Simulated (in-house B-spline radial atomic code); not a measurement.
# Two electrons outside the bare core: the arsenic ion As³¹⁺

Computed with a B-spline radial code for spherical atoms: configuration interaction (CI) of the two electrons, alone and with Breit and QED terms (there is no core, so MBPT adds nothing); no-pair Dirac Hamiltonian, finite nucleus. Labels give the configuration (outer n counted up each series) and the leading LS term, or the jj pair where no LS term holds 70 %.

Command:
```bash
python run_mb.py task.json out
```
Settings (nuclear radius in fm, box in bohr, cutoff in hartree):
```
basis_form          3
Z                   33
core_configuration  
rms_radius          4.0968
mass_number         75
speed_of_light      137.036
box_radius          2.727
lmax                6
intervals           57
virtual_cutoff      2178.0
```

Time taken, with all properties: 24 s on 1 thread of Intel(R) Xeon(R) 6975P-C (shared host).

Excitation energies (eV):

```csv
level,purity of the LS term,CI alone,CI + MBPT + Breit + QED
1s2 1S0,1.0,0,0
1s2s 3S1,1.0,10866,10846
1s2p 3P°0,1.0,10902,10885
1s2p 3P°1,0.829,10909,10888
1s2s 1S0,1.0,?,?
1s2p 3P°2,1.0,10953,10932
1s2p 1P°1,0.828,10975,10954
1s3s 3S1,1.0,12882,12861
1s3p 3P°0,1.0,12892,12872
1s3s 1S0,1.0,12893,12872
1s3p 3P°1,0.819,?,?
1s3p 3P°2,1.0,12907,12886
"1s3d (1/2,3/2)2",0.626 (3D),12913,12891
1s3d 3D1,1.0,12913,12891
1s3p 1P°1,0.818,12913,12892
1s3d 3D3,1.0,12918,12896
"1s3d (1/2,5/2)2",0.626 (1D),12918,12896
1s4s 3S1,1.0,13581,13559
1s4p 3P°0,1.0,13585,13564
1s4s 1S0,1.0,13585,13564
```

(1) Where does 1s3p 3P°1 lie?

(2) Where does 1s2s 1S0 lie?

(3) What is the first ionisation energy?

Some electric-dipole lines (reduced elements in atomic units, length form; vacuum wavelengths from the computed energies):

```csv
upper,lower,D bare (size),D with core polarisation (size),λ (nm),A (s⁻¹)
1s2p 3P°0,1s2s 3S1,0.0909,0.0909,31.45,5.4e+08
1s2p 3P°1,1s2s 3S1,0.144,0.144,29.506,5.4e+08
1s2p 3P°2,1s2s 3S1,0.206,0.206,14.449,5.7e+09
1s2p 1P°1,1s2s 3S1,0.0665,0.0665,11.516,2e+09
1s3s 3S1,1s2p 3P°0,0.0179,0.0179,0.62753,8.8e+11
```

Weak lines are less accurate than strong ones.

## Answers

(1) 12894 eV in CI alone and 12873 eV with all corrections.

(2) 10906 eV in CI alone and 10888 eV with all corrections.

(3) 14446 eV to the 1s1/2 state of the next ion (14468 eV from CI alone). NIST lists 14447.6799 ± 0.0025 eV (tabulated theory).
